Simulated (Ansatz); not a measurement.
```yaml
crystal:
  periodic: [false, false, false]
  atoms:
    - {symbol: C, position_ang: [-1.320794, 1.041743, -1.277111]}
    - {symbol: Al, position_ang: [-0.331538, -0.397028, -0.118706]}
    - {symbol: B, position_ang: [0.859731, -1.911144, 0.635549]}
    - {symbol: Si, position_ang: [1.662444, -0.688616, 1.278144]}
    - {symbol: H, position_ang: [-0.688628, 1.653502, -1.820288]}
    - {symbol: H, position_ang: [-1.793095, 1.714352, -0.309935]}
    - {symbol: H, position_ang: [-2.107271, 0.648734, -1.833263]}
    - {symbol: H, position_ang: [0.708806, -3.103132, 0.456358]}
    - {symbol: H, position_ang: [0.855614, 0.723045, 0.708541]}
    - {symbol: H, position_ang: [2.767910, -0.088567, 2.157600]}
basis:
  gaussian: {orbitals: 6-31G}
hamiltonian: {xc: {name: SVWN5}}
output: {forces: true}
```

```sh
$ ansatz run in.yaml --threads 2 --pin off --events-out ev --progress --plain --max-ram 4352MiB
```

It prints (some lines left out):

```
Functional definition: SVWN5
723 factors; integrals over basis functions are off by at most 2.2e-4 eV
mean field evaluation 1: about -16185.5625 eV, gradient 7.2e1 eV
mean field evaluation 2: about -16158.4852 eV, gradient 9.9e1 eV
mean field evaluation 4: about -16200.6433 eV, gradient 6.8e0 eV
mean field evaluation 8: about -16200.8696 eV, gradient 3.1e-1 eV
mean field evaluation 16: about -16200.8701 eV, gradient 1.5e-5 eV
mean field -16200.87007857 eV, -595.3709940432 hartree, gradient 1.5e-5 eV, S^2 0.000000; 0 other end points of the search recorded, 0 dependent functions left out
reference -16200.87011779 eV, -595.3709954844 hartree; 22, 22 occupied and 34, 34 virtual orbitals, 723 factors
Total energy: -16200.87011779 eV, -595.3709954844 hartree
Atom 0 at    -1.320794     1.041743    -1.277111 Å, force    -0.519610     0.050326     6.340514 eV/Å
Atom 1 at    -0.331538    -0.397028    -0.118706 Å, force    -0.524817     0.345945    -1.494016 eV/Å
Atom 2 at     0.859731    -1.911144     0.635549 Å, force    -5.569810    -7.693316    -4.274275 eV/Å
Atom 3 at     1.662444    -0.688616     1.278144 Å, force     5.047495     7.695212     4.155662 eV/Å
Atom 4 at    -0.688628     1.653502    -1.820288 Å, force     1.776002     1.521924    -1.334900 eV/Å
Atom 5 at    -1.793095     1.714352    -0.309935 Å, force     0.985230    -1.441848    -2.663310 eV/Å
Atom 6 at    -2.107271     0.648734    -1.833263 Å, force    -1.801169    -0.961661    -1.207068 eV/Å
Atom 7 at     0.708806    -3.103132     0.456358 Å, force     0.268141     0.495200     0.269091 eV/Å
Atom 8 at     0.855614     0.723045     0.708541 Å, force     0.553557    -0.000348     0.475057 eV/Å
Atom 9 at     2.767910    -0.088567     2.157600 Å, force    -0.215019    -0.011435    -0.266755 eV/Å
Dipole moment:    -0.293187     0.435342    -0.144720 e Å
```

It took 1.1 s on 2 threads of an Arm Neoverse V1 on a shared host, with 0.09 GiB of host memory at the peak.
